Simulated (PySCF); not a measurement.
Structure with atom numbers: `[O:1]=[S:2](=[O:3])([O-:4])[C:5]([F:6])([F:7])[C:8]([F:9])([F:10])[F:11]`.

Geometry: PBE0-D3(BJ)/def2-SVP; GIAO shifts from PySCF, gas phase, non-relativistic, averaged over equivalent atoms.

At PBE0/pcSseg-1 (194 basis functions):
```json
{"atoms": "O1/O3/O4", "δ (ppm)": "237.0"}
{"atoms": "S2", "δ (ppm)": "322.9"}
{"atoms": "C8", "δ (ppm)": "126.5"}
{"atoms": "C5", "δ (ppm)": "117.3"}
{"atoms": "F9/F10/F11", "δ (ppm)": "-93.0"}
{"atoms": "F6/F7", "δ (ppm)": "-141.4"}
```

Chemical shifts δ = σref − σ; H2O for ¹⁷O (σ = 334.56 ppm); ³³S (σ = 495.66 ppm) vs CS2; TMS for ¹³C (σ = 184.41 ppm); ¹⁹F (σ = 177.25 ppm) against CFCl3, all at this level.

Problem. Estimate the result of repeating the calculation with PBE/pcSseg-2.

Solution. 
```
     atoms  δ at PBE/pcSseg-2  change
  O1/O3/O4              247.9   +10.9
        S2              345.3   +22.4
        C8              136.5   +10.0
        C5              125.7    +8.4
F9/F10/F11             -106.1   -13.1
     F6/F7             -146.6    -5.2
```

Chemical shifts δ = σref − σ; ¹⁷O (σref 327.88) against H2O; ³³S (σref 497.38) against CS2; ¹³C (σref 179.39) vs TMS; ¹⁹F (σref 142.93) vs CFCl3, all at this level.

The largest change is at S2 (sulfonyl sulfur). Cost: 403 basis functions.

Unscaled 19F shifts against computed CFCl3 carry errors that often reach 10 to 50 ppm. Experimental scales use liquid or dissolved standards, which lie at an offset from isolated H2O (liquid H2O: subtract about 36 ppm).
